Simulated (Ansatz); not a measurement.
## Ligand exchange: KNH2 + GaH(CH3)(SH) → KSH + GaH(CH3)(NH2)

Species: KNH2 `[NH2][K]`, singlet; GaH(CH3)(SH), singlet; KSH `[SH][K]`, singlet; GaH(CH3)(NH2), singlet. The partners trade NH2 for SH: K–NH2 and Ga–SH bonds give way to K–SH and Ga–NH2.

Shapes, held fixed at every level: PBE0-D4/def2-TZVP. Flexible molecules stand in one conformer, not always the lowest. Programs: Ansatz 0.2.0. The zero-point and thermal change to 298 K, harmonic and unscaled (PBE0-D4/def2-TZVP), is +3.6 kJ/mol.

```json
{"level": "HF/def2-SVP", "kind": "Hartree–Fock", "ΔH(298 K) (kJ/mol)": "-127.6", "less CCSD(T)/def2-TZVPP": "-29.6"}
{"level": "HF/def2-TZVPP", "kind": "Hartree–Fock", "ΔH(298 K) (kJ/mol)": "-116.5", "less CCSD(T)/def2-TZVPP": "-18.5"}
{"level": "SPW92/def2-TZVPP", "kind": "LDA", "ΔH(298 K) (kJ/mol)": "-91.9", "less CCSD(T)/def2-TZVPP": "+6.1"}
{"level": "wB97M-V/def2-TZVPP", "kind": "range-separated hybrid", "ΔH(298 K) (kJ/mol)": "-95.9", "less CCSD(T)/def2-TZVPP": "+2.1"}
{"level": "B2PLYP/def2-TZVPP", "kind": "double hybrid", "ΔH(298 K) (kJ/mol)": "-95.6", "less CCSD(T)/def2-TZVPP": "+2.4"}
{"level": "MP2/def2-TZVPP", "kind": "perturbation theory", "ΔH(298 K) (kJ/mol)": "-96.3", "less CCSD(T)/def2-TZVPP": "+1.7"}
{"level": "CCSD/def2-TZVPP", "kind": "coupled cluster or CI", "ΔH(298 K) (kJ/mol)": "-101.2", "less CCSD(T)/def2-TZVPP": "-3.2"}
{"level": "CCSD(T)/def2-TZVPP", "kind": "coupled cluster or CI", "ΔH(298 K) (kJ/mol)": "-98.0", "less CCSD(T)/def2-TZVPP": "0.0"}
```

The highest level, CCSD(T)/def2-TZVPP, gives ΔH(298 K) = -98.0 kJ/mol; the levels span -127.6 to -91.9. The column of differences is taken from that level and isn't an error. No measured value is set beside it here. Relativity is left out for Ga. Outer-core shells of Ga, K are correlated in most correlated rows, in sets that cover them unevenly.
